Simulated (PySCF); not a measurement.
## Ionisation energy of Xe⁺ by level of theory

Xe⁺ [Kr] 4d10 5s2 5p5 (2P) → Xe²⁺ [Kr] 4d10 5s2 5p4 (3P), as a difference of total energies. Calculation: PySCF 2.14, in def2-TZVP with the def2 core potential (28 electrons) (6s5p3d2f, 50 functions); a scalar-relativistic core potential. Correlated levels: valence: 4s2 4p6 4d10 frozen. The calculations carry no spin-orbit coupling.

```tsv
method	ionisation energy (eV)
UHF	20.077
TPSS	21.090
BP86	21.210
MP2 (valence)	20.772
SCS-MP2 (valence)	20.769
CCSD (valence)	20.793
CCSD(T) (valence)	20.820
```

Question: How much does correlation contribute at CCSD(T) (valence)?

Answer: 20.820 − (20.077) = 0.743 eV, measured against UHF.

The reference lies between the lowest fine-structure levels, while these numbers refer to the centres of the terms.

Errors of the correlated levels include the incompleteness of this basis and the frozen core.

For comparison: 20.975 eV (semi-empirical (NIST evaluation); NIST Atomic Spectra Database, ionization energies).
